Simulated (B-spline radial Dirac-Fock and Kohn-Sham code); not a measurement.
**Auger decay of the M1 hole in La³⁺**

System: La³⁺, 1s2 2s2 2p6 3s2 3p6 3d10 4s2 4p6 4d10 5s2 5p6, inside a Watson sphere of charge -3 and radius 1.6 Å (a model of the Madelung potential; inside it an electron's potential energy is raised by 27.0 eV).

Level of theory: independent-particle rates on relativistic LDA orbitals of the hole state (multipoles up to L = 3, Coulomb Auger matrix elements, transition energies from Dirac-Fock); a radial finite-basis atomic code. Kinetic energies are configuration averages from the vacuum level; the two-hole energies are estimated from single-hole states.

```csv
transition,kinetic energy (eV),width (meV),share (%)
M1-M2N4,19.60,1240,13.1
M1-M2N5,22.58,1770,18.8
M1-M2O1,99.46,159,1.7
M1-M3N4,100.6,872,9.2
M1-M3N5,103.9,1270,13.4
M1-M2O3,123.0,233,2.5
M1-M3O1,180.6,220,2.3
M1-M4N1,194.8,452,4.8
M1-M3O2,201.1,197,2.1
M1-M3O3,204.3,304,3.2
M1-M5N1,211.6,658,7.0
M1-M5N3,291.4,186,2.0
M1-M4N5,380.9,180,1.9
M1-M5N4,394.5,191,2.0
M1-M5N5,398.2,289,3.1
M1-N1N5,953.3,144,1.5
```

Coster-Kronig rates are the weakest part of this model and often come out 1.5 to 2.5 times too large. The listed channels hold 89 % of the non-radiative rate. Summed by principal shells, of 9.45 eV in all: MMN 78.8 %, MMO 15.3 %, MNN 5.0 %, MNO 1.0 %.

Values without a named source are computed, but for edge energies of neutral atoms, which are taken from tables.
